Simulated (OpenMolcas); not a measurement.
Mo2+ (d4) among equal point charges was computed by CASSCF with the d shell active (OpenMolcas, ANO-RCC-VDZP on the metal). Its lowest spin-free states, and all those of the highest spin:

```tsv
2S+1	Degeneracy	E (cm-1)
5	2	0.0
5	3	7613
3	3	9068
3	2	15135
3	3	15557
3	3	16128
1	3	16624
1	2	17386
3	1	17606
3	1	17873
3	2	20633
1	1	21143
```

Q: Is the site octahedral, tetrahedral or cube-like, axial, or of lower symmetry?

A: The states with 2S+1 = 5 have orbital degeneracies 2, 3. Threefold states need a cubic site. For d4 at this spin an octahedron puts the twofold E below the threefold T2 and a tetrahedron or cube puts the threefold T2 below the twofold E, so the site is octahedral. The first gap at this spin, 7610 cm-1, is |10Dq| in ligand-field theory. The run had Mo2+ among 6 point charges of -1.5 e arranged as an octahedron (Oh), 2.32 Å from the ion.

An orbital doublet at a regular site is open to a Jahn-Teller distortion, which this geometry leaves out. Without dynamic correlation the repulsion within the d shell is too large (B by tens of per cent), so at a given field states of lower spin stand too high. Point charges give a weaker field than real ligands, and real ions of this kind are as a rule low spin; the high spin found here belongs to the model. This is an electrostatic model: the charges have no orbitals. No measured value stands beside these numbers.
